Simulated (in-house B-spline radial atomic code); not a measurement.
Values are calculated unless marked as measured or tabulated.
V in electron gases of falling density

A nucleus sits in a uniform electron gas with a rigid positive background. The Kohn-Sham equations are solved self-consistently in the spin-unpolarised LDA (PW92), non-relativistic, on B-splines with outgoing waves at the boundary and partial waves to l = 8. The model has no lattice, no bands and no magnetic solution. Atomic units; δ_l are the phase shifts at the Fermi level, counted so that each bound state adds π, and good to about 0.0005. A narrow, partly filled d or f resonance in a thin gas would split by spin, so such rows rest on a solution that is probably unstable.

| r_s (bohr) | k_F | δ0/π | δ1/π | δ2/π | shallowest bound level (hartree) | σ_tr (bohr²) | Q (a.u.) |
| --- | --- | --- | --- | --- | --- | --- | --- |
| 1.5 | 1.2794 | 2.612 | 1.850 | 0.607 | p -0.638 | 32.71 | 2.960 |
| 1.65 | 1.1631 | 2.666 | 1.887 | 0.594 | p -0.729 | 42.05 | 2.600 |
| 1.8 | 1.0662 | 2.713 | 1.917 | 0.581 | p -0.809 | 52.42 | 2.288 |
| 2 | 0.9596 | 2.770 | 1.950 | 0.565 | p -0.898 | 67.39 | 1.930 |
| 2.07 | 0.9271 | 2.789 | 1.960 | 0.559 | p -0.926 | 72.86 | 1.818 |
| 2.2 | 0.8723 | 2.822 | 1.976 | 0.549 | p -0.972 | 83.27 | 1.629 |
| 2.4 | 0.7996 | 2.870 | 1.995 | 0.534 | p -1.03 | 99.82 | 1.378 |
| 2.67 | 0.7188 | 2.929 | 2.016 | 0.515 | p -1.1 | 123.07 | 1.109 |
| 3 | 0.6397 | 2.996 | 2.032 | 0.495 | p -1.16 | 153.14 | 0.866 |
| 3.3 | 0.5816 | 3.052 | 2.042 | 0.478 | p -1.2 | 182.83 | 0.706 |
| 3.6 | 0.5331 | 3.104 | 2.047 | 0.464 | p -1.23 | 215.84 | 0.589 |
| 4 | 0.4798 | 3.167 | 2.049 | 0.449 | p -1.26 | 266.84 | 0.478 |

Q = n k_F σ_tr, with n = 3/(4π r_s³).

Question: How does the screening charge move between partial waves as the gas thins?

Answer: By (2/π)(2l + 1) δ_l, at r_s = 1.5 it is s 5.22, p 11.10, d 6.07, f and beyond 0.60, and at r_s = 4 s 6.33, p 12.29, d 4.49, f and beyond -0.13. The free atom is [Ar] 3d3 4s2.

Question: What end-to-end powers of r_s do the first and last rows give for σ_tr and Q?

Answer: σ_tr goes as r_s^+2.14 and Q as r_s^-1.86. Since n k_F/k_F² goes as r_s⁻², Q = 4π n Σ/k_F would fall as r_s⁻² at fixed phase shifts; the sum Σ (l + 1) sin²(δ_l − δ_(l+1)) is 4.261 in the first row and 4.888 in the last, and ranges from 4.26 to 5.08 between them, so these powers are no law.
